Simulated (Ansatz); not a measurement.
C2H8Al2Br2 (`[CH3][Al@H-]1[Br+][Al@@H-]([CH3])[Br+]1`), relaxed with RKS PBE0-D4/def2-TZVP in Ansatz from a GFN2-xTB geometry. The force threshold is 0.005 eV/Å; the program also tests the step.

The species carries charge 0 and has multiplicity 1.

Start:

```xyz
14

C    -2.047   -2.383   -0.014
Al   -1.177   -0.779   -0.760
Br   -1.226    1.030    0.906
Al    0.887    1.289   -0.323
C     2.283    1.965    0.893
Br    1.259   -1.101   -0.767
H    -1.440   -3.291   -0.125
H    -2.994   -2.589   -0.524
H    -2.291   -2.307    1.055
H    -1.407    0.000   -2.074
H     0.395    1.793   -1.699
H     2.690    2.913    0.520
H     3.142    1.290    1.000
H     1.926    2.171    1.912
```

Question: By how much does the energy fall, and how many steps does the optimiser take? (Estimate.)

Answer: Computed: 6.26 kcal/mol, in 44 steps, 5 of them rejected.

Question: Which bonds change most? (An estimate is asked.)

Answer: The calculation gave: Al2–H10 from 1.545 to 1.577 Å; Al4–H11 from 1.546 to 1.577 Å; Al4–C5 from 1.971 to 1.941 Å; C1–Al2 from 1.971 to 1.941 Å.

Question: Give the relaxed structure. (Estimate.)

Answer: Computed: 
```xyz
14

C    -1.520   -1.920    0.450
Al   -1.327   -0.846   -1.156
Br   -1.425    1.539   -0.512
Al    1.042    1.510   -0.670
C     1.766    1.347    1.124
Br    1.075   -0.725   -1.728
H    -1.311   -2.974    0.242
H    -2.540   -1.857    0.842
H    -0.838   -1.594    1.240
H    -2.115   -0.987   -2.514
H     1.443    2.550   -1.784
H     1.607    2.268    1.694
H     2.844    1.160    1.095
H     1.300    0.528    1.677
```
